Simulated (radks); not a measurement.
Results of a calculation; reference values are marked as such.
Q: Ionisation of Nb, [Kr] 4d4 5s1, to Nb+, [Kr] 4d4, under several functionals. Dirac Kohn-Sham, spin-unpolarised, spherical densities, finite nucleus; open shells fill j = l - 1/2 first; a radial shooting solver on a logarithmic mesh with Libxc functionals. The NIST Atomic Spectra Database gives 6.759 eV (measured). Rank these functionals by the error of their Delta-SCF ionisation energy: B86b exchange with PBE correlation; LDA (Slater exchange, VWN5 correlation); BP86; exchange-only PBE; exchange-only B88; AM05; exchange-only LDA; Wu-Cohen GGA.

A: From best to worst: BP86 6.802 eV (+0.043); LDA (Slater exchange, VWN5 correlation) 6.877 eV (+0.119); B86b exchange with PBE correlation 6.634 eV (-0.125); Wu-Cohen GGA 6.605 eV (-0.154); AM05 6.561 eV (-0.198); exchange-only PBE 6.133 eV (-0.626); exchange-only B88 6.089 eV (-0.670); exchange-only LDA 6.029 eV (-0.730). Spin polarisation and multiplet splitting are left out, so open shells lie too high by an amount that depends on their filling.

Beside tabulated values, note that spin-unpolarised runs miss the spin-polarisation part of the exchange energy of open shells.
